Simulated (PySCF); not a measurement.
C₆H₁₁NSi.
Atom-mapped SMILES: `[CH3:1][N:2]([CH3:3])[C:4]1=[CH:5][SiH2:6][CH:7]=[CH:8]1`

Definitions: NICS(0) = −σiso at the ring centroid; NICS(1) = −σiso and NICS(1)zz = −σzz at ±1 Å along the ring normal z. Level: GIAO PBE0/pcSseg-1 (PySCF, non-relativistic, gas phase) on the GFN2-xTB geometry, one conformer.

Ring bond lengths (Å), with Mayer bond orders in brackets: C4–C5 1.356 (1.73), C5–Si6 1.864 (0.93), Si6–C7 1.886 (0.88), C7–C8 1.333 (1.89), C8–C4 1.470 (1.05).

**Question.** Give the NICS values of each ring in ppm.

**Answer.** 
```tsv
ring	type	NICS(0)	NICS(1), two faces	NICS(1)zz, two faces	rms pucker (Å)	centre to ring atoms, mean (Å)
C4–C5–Si6–C7–C8	5-membered ring with Si; formal bonds 2 double, 3 single	-0.3	-2.1 / -2.0	1.0 / 1.0	0.01	1.34
```

**Question.** What can be read from them?

**Answer.** 
- C4–C5–Si6–C7–C8: mean NICS(1)zz 1.0 ppm, near zero. Si6 has four or more neighbours; no verdict on aromaticity is drawn.

**Question.** At the second NICS(1) probe listed for ring C4–C5–Si6–C7–C8, 1 Å off the ring, what do the in-plane components average?

**Answer.** The isotropic value is a third of the trace: (3 × -2.0 − (1.0))/2 = -3.5 ppm.

The values belong to the conformer `[CH3:1][N:2]([CH3:3])[C:4]1=[CH:5][SiH2:6][CH:7]=[CH:8]1`: C1–N2–C4–C5 142°.
